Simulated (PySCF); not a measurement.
Gas-phase XPS of VSeMe3, computed

Compound: VSeMe3, C₃H₉SeV (singlet state).
Cartesian coordinates in Å at the PBE0-D3(BJ)/def2-SVP level; atoms count from 1:
```xyz
14
C3H9SeV angstrom
V      0.0088    0.0013    0.4613
Se     0.0465    0.0125    2.5862
C      1.8854   -0.0117   -0.1844
H      2.4554    0.8444    0.2076
H      1.8087    0.0449   -1.2867
H      2.3744   -0.9516    0.1178
C     -0.9418    1.6370   -0.1448
H     -1.9857    1.6249    0.2059
H     -0.9058    1.5951   -1.2496
H     -0.4381    2.5441    0.2232
C     -0.9533   -1.6337   -0.1281
H     -1.9970   -1.6079    0.2227
H     -0.4595   -2.5434    0.2456
H     -0.9175   -1.5998   -1.2335
```

Level of theory: delta-SCF UKS SCAN, pcX-2 on the ionised atom (unc-x2c-TZVPall on a metal), pcseg-1 elsewhere, spin-free X2C (PySCF). Binding energies are ΔSCF values: E(core-ionised, relaxed orbitals) − E(ground state) at a fixed geometry, referred to the vacuum level.

**Question.** What binding energy does each computed site have?

**Answer.** 
```
  atom(s)  bonded to  level  binding energy (eV)  count
C3/C7/C11  3 H and V   C 1s               289.56      3
```

**Question.** What is the longest wavelength that can ionise C 1s of C3/C7/C11 vertically?

**Answer.** λ = hc/E = 12398.42 eV Å / 289.56 eV = 42.818 Å.

**Question.** Which photon energy gives electrons from C 1s of C3/C7/C11 a kinetic energy of 50 eV, and what is their de Broglie wavelength?

**Answer.** hν = 289.56 + 50 = 339.56 eV, recoil neglected; λ = 12.264 Å/√(E/eV) = 1.73 Å.

The first atom of each set that the bonding makes equivalent was ionised and stands for the set. Not every level is listed. No level of selenium or vanadium is listed. Geometry: PBE0-D3(BJ)/def2-SVP; no solvent, vibrations or thermal averaging. Metal 2p energies of this one-determinant scheme are less reliable than its 1s energies.
